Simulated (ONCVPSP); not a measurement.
## Reading a pseudo-wave (aluminium)

Columns: radius, all-electron u(r) and pseudo u(r) of the 3p shell (level -2.69 eV) of aluminium in the configuration [Ne] 3s2 3p1; PBEsol, scalar-relativistic, ONCV scheme, ONCVPSP 4.0.1.

```json
{"r (bohr)": "0.143", "all-electron": "-0.1161", "pseudo": "0.0050"}
{"r (bohr)": "0.285", "all-electron": "-0.2052", "pseudo": "0.0196"}
{"r (bohr)": "0.428", "all-electron": "-0.2055", "pseudo": "0.0434"}
{"r (bohr)": "0.570", "all-electron": "-0.1495", "pseudo": "0.0751"}
{"r (bohr)": "0.713", "all-electron": "-0.0668", "pseudo": "0.1137"}
{"r (bohr)": "0.855", "all-electron": "0.0237", "pseudo": "0.1574"}
{"r (bohr)": "0.998", "all-electron": "0.1132", "pseudo": "0.2051"}
{"r (bohr)": "1.140", "all-electron": "0.1956", "pseudo": "0.2544"}
{"r (bohr)": "1.283", "all-electron": "0.2698", "pseudo": "0.3040"}
{"r (bohr)": "1.425", "all-electron": "0.3343", "pseudo": "0.3515"}
{"r (bohr)": "1.568", "all-electron": "0.3901", "pseudo": "0.3963"}
{"r (bohr)": "1.710", "all-electron": "0.4367", "pseudo": "0.4364"}
{"r (bohr)": "1.853", "all-electron": "0.4749", "pseudo": "0.4717"}
{"r (bohr)": "1.995", "all-electron": "0.5048", "pseudo": "0.5011"}
{"r (bohr)": "2.138", "all-electron": "0.5274", "pseudo": "0.5246"}
{"r (bohr)": "2.280", "all-electron": "0.5432", "pseudo": "0.5416"}
{"r (bohr)": "2.423", "all-electron": "0.5532", "pseudo": "0.5526"}
{"r (bohr)": "2.565", "all-electron": "0.5581", "pseudo": "0.5579"}
{"r (bohr)": "2.708", "all-electron": "0.5585", "pseudo": "0.5584"}
{"r (bohr)": "2.850", "all-electron": "0.5551", "pseudo": "0.5551"}
{"r (bohr)": "2.992", "all-electron": "0.5485", "pseudo": "0.5485"}
{"r (bohr)": "3.135", "all-electron": "0.5391", "pseudo": "0.5391"}
{"r (bohr)": "3.278", "all-electron": "0.5276", "pseudo": "0.5276"}
{"r (bohr)": "3.420", "all-electron": "0.5143", "pseudo": "0.5143"}
{"r (bohr)": "3.563", "all-electron": "0.4995", "pseudo": "0.4995"}
{"r (bohr)": "3.705", "all-electron": "0.4838", "pseudo": "0.4838"}
```

(1) How many radial nodes do the two functions have?

(2) At about which radius was the pseudo-wave matched?

(3) Where does each function peak?

(4) Is the pseudo-wave norm-conserving?

Answers

(1) The all-electron 3p function has n − l − 1 = 1; the pseudo-wave has 0, since the states of the same l below it are removed with the core.

(2) 2.85 bohr. The columns agree to 0.0005 from 2.56 bohr on; several derivatives are matched, so the curves merge somewhat inside the radius.

(3) Outermost all-electron maximum near 2.71 bohr, pseudo maximum near 2.71 bohr (to the table’s step).

(4) Yes: the ONCV scheme keeps the norm inside the radius equal to the all-electron one, which fixes the energy derivative of the logarithmic derivative at the level.
